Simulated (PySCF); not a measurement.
Ti(F)3(Me) (CH₃F₃Ti), SMILES [CH3][Ti]([F])([F])[F], multiplicity 1. Coordinates come from a PBE-D3(BJ)/def2-SVP optimisation. The multiplicity is an assumed one; no other spin state was optimised. The structure was generated by enumeration; whether it is a known compound was not checked.

Calculation: PySCF 2.14.0 with PBE-D3(BJ)/def2-SVP.

Harmonic wavenumbers (cm⁻¹): 101, 162, 162, 194, 197, 197, 522, 522, 546, 718, 811, 811, 1094, 1335, 1335, 2954, 3073, 3073. Rotational constants (GHz): 3.096, 3.080, 3.080; symmetry number 3.

Work out the zero-point energy and the ideal-gas rigid-rotor harmonic-oscillator thermochemistry at 298.15 K and 1 atm.

ZPE = ½ Σ hcν = ½ × 17809 cm⁻¹ = 106.52 kJ/mol. H − E(el) = 128.49 kJ/mol. Entropy in J/(mol K): translation 168.44, rotation 102.98, vibration 73.46, total 344.88. G − E(el) = 25.66 kJ/mol. Cp = 106.16 J/(mol K). Modes under 150 cm⁻¹ make the vibrational entropy uncertain.
